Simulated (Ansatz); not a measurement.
Mulliken charges of CH3BN2 (`NB1C=N1`) from r2SCAN/def2-TZVPP in Ansatz (PBE0-D4/def2-TZVP geometry).

| atom | x (Å) | y (Å) | z (Å) | charge (e) |
| --- | --- | --- | --- | --- |
| N1 | -0.735 | 1.092 | 0.110 | -0.339 |
| B2 | -0.038 | -0.094 | -0.037 | -0.152 |
| C3 | 1.032 | -1.074 | -0.054 | 0.257 |
| N4 | -0.144 | -1.488 | -0.407 | -0.229 |
| H5 | -1.719 | 1.164 | -0.082 | 0.185 |
| H6 | -0.307 | 1.947 | 0.414 | 0.186 |
| H7 | 1.972 | -1.616 | 0.011 | 0.091 |

Q: By hand: the dipole of these point charges (1 e Å = 4.8032 D).

A: Σ q r = (0.357, 0.139, 0.110) e Å, of length 0.399 e Å = 1.92 D.

Q: How does the dipole of the full density compare? (Best estimate.)

A: Ansatz gave: (0.091, 0.508, 0.146) e Å, 2.58 D; the point charges give 0.74 times that, at 56° from its direction.

Point charges leave out the atoms' own dipoles, such as those of lone pairs, and Mulliken's split depends on the basis, so the two needn't agree.
